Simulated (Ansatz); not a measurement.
Basis sets compared for Ga(NH2)3 (GaN₃H₆). Charge 0, multiplicity 1. Geometry PBE0-D4/def2-SVP. Ansatz on 4 threads of Arm Neoverse V2 on a shared host; times are rough, and most runs start from earlier orbitals.

```csv
atom,x (Å),y (Å),z (Å)
Ga1,0.0142,-0.0414,0.0001
N2,0.9915,0.2449,-1.5054
H3,1.8864,0.7156,-1.4918
H4,0.5746,0.2817,-2.4259
N5,-1.6794,-0.6890,-0.1291
H6,-2.3057,-0.7328,0.6637
H7,-2.1940,-0.6929,-0.9996
N8,0.7895,0.1493,1.6334
H9,1.6672,0.6347,1.7628
H10,0.2555,0.1300,2.4919
```

The 6-31G sets use Cartesian d functions.

Binding counts from free atoms (Ga doublet, N quartet, H doublet) in the same basis, without a counterpoise term.

```json
{"level": "HF/STO-3G", "functions": "39", "energy (Eh)": "-2065.6572", "HOMO (eV)": "-7.12", "LUMO (eV)": "7.98", "binding per atom (eV)": "–", "wall time": "0.1 s"}
{"level": "HF/6-31G", "functions": "68", "energy (Eh)": "-2089.7799", "HOMO (eV)": "-10.05", "LUMO (eV)": "2.95", "binding per atom (eV)": "2.01", "wall time": "0.35 s"}
{"level": "PBE-D4/def2-SVP", "functions": "104", "energy (Eh)": "-2091.9079", "HOMO (eV)": "-4.80", "LUMO (eV)": "-0.22", "binding per atom (eV)": "3.40", "wall time": "0.75 s"}
{"level": "PBE0-D4/def2-SVP", "functions": "104", "energy (Eh)": "-2091.9627", "HOMO (eV)": "-6.32", "LUMO (eV)": "0.65", "binding per atom (eV)": "3.32", "wall time": "1.1 s"}
```

Q: Estimate the rows for HF/def2-TZVP, PBE-D4/def2-TZVP, PBE0-D4/def2-TZVP.

A: 
```csv
level,functions,energy (Eh),HOMO (eV),LUMO (eV),binding per atom (eV),wall time
HF/def2-TZVP,177,-2090.2250,-10.18,2.91,2.16,1.1 s
PBE-D4/def2-TZVP,177,-2092.3643,-5.21,-0.64,3.42,1.4 s
PBE0-D4/def2-TZVP,177,-2092.4139,-6.65,0.21,3.33,2.2 s
```
